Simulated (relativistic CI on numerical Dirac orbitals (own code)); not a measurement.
**Sensitivity of the levels of Ce XXIV to α and to the nuclear radius**

These numbers are calculated, not measured: Dirac-Coulomb-Breit CI, separate exchange-only KLI orbitals for each configuration, derivatives by finite differences, unscaled Slater integrals, QED left out (own radial code, finite nucleus).

Configurations in the expansion (outside the closed core [Ar] 3d10): 4s²4p⁵, 4s4p⁶, 4s²4p⁴4d, 4s4p⁵4d, 4s²4p⁴4f, 4s4p⁵4f. Double excitations out of closed p, d and f shells are left out; levels of such configurations are missing from the list, as are those of other unlisted configurations, and high levels can miss mixing partners.

With x = (α/α₀)² − 1 an excitation energy changes as ω = ω₀ + qx; K = 2q/ω₀ is the relative enhancement. Terms are leading LS components, so labels can repeat. The field-shift factor is F = δν/δ⟨r²⟩ for the transition from the lowest level.

Lowest level 4s²4p⁵ ²P°3/2.

```
         Level  ω₀ (cm⁻¹)  q (cm⁻¹)       K  F (GHz/fm²)
 4s²4p⁵ ²P°1/2     191642    214300    2.24        -10.4
   4s4p⁶ ²S1/2     676922    214600   0.634         -237
4s²4p⁴4d ⁴D3/2     767700     20650  0.0538         3.77
4s²4p⁴4d ⁴D5/2     771340     29050  0.0753         3.56
4s²4p⁴4d ²P1/2     785212     34010  0.0866     -0.00137
4s²4p⁴4d ⁴D7/2     787384     36490  0.0927         3.57
4s²4p⁴4d ²F7/2     815826     43330   0.106         3.98
4s²4p⁴4d ⁴F9/2     816641     54510   0.133         4.05
4s²4p⁴4d ²D3/2     835288     30400  0.0728         3.76
4s²4p⁴4d ⁴P1/2     875544    101800   0.233        -24.7
4s²4p⁴4d ²D5/2     888480     68630   0.154         3.96
4s²4p⁴4d ²D3/2     900799     93270   0.207         2.13
4s²4p⁴4d ⁴F5/2     908210    106900   0.235         1.08
4s²4p⁴4d ⁴D1/2     933162    226100   0.485        -6.29
4s²4p⁴4d ⁴D3/2     958592    228500   0.477        -5.89
4s²4p⁴4d ⁴F7/2     987815    250100   0.506        -6.25
4s²4p⁴4d ²F5/2     990959    218600   0.441        -5.48
4s²4p⁴4d ²F7/2     994491    241300   0.485         -5.9
4s²4p⁴4d ²P3/2    1014149    268000   0.528        -5.44
4s²4p⁴4d ²G9/2    1024553    267400   0.522        -6.07
4s²4p⁴4d ²F5/2    1025765    266600    0.52        -5.61
4s²4p⁴4d ²D5/2    1047739    261200   0.499        -4.94
4s²4p⁴4d ²F7/2    1071577    262900   0.491        -5.16
```

At this charge energies of transitions that change n are usually good to better than 1 %, and those within a shell (Δn = 0) to a few per cent.
